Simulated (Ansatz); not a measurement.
Diatomic SeCl, multiplicity 4 (an upper state: multiplicity 2 came lower at CCSD(T)/def2-TZVPP on PBE0 minima). No spin–orbit coupling. Se is treated without relativity.

Constants: fifth-degree fit in 1/R to seven points, most abundant isotopes. In def2 and cc sets the state is the lowest found near the PBE0 minimum, followed along R.

Correlated levels freeze the inner cores; with def2 sets outer-core shells near the valence are correlated too.

Codes used: Ansatz (Gaussian orbitals). Each number belongs to the level named beside it.

Question: What bond length and harmonic frequency does PBE/def2-TZVPP give?

Answer: r_e = 2.509 Å, ω_e = 263 cm⁻¹.

Question: What bond length and harmonic frequency does wB97X-V/def2-TZVPP give?

Answer: r_e = 2.473 Å, ω_e = 281 cm⁻¹.

Question: What bond length and harmonic frequency does CCSD(T)/def2-TZVPP give?

Answer: r_e = 2.485 Å, ω_e = 284 cm⁻¹.

Ansatz is a quantum-chemistry and plane-wave program.
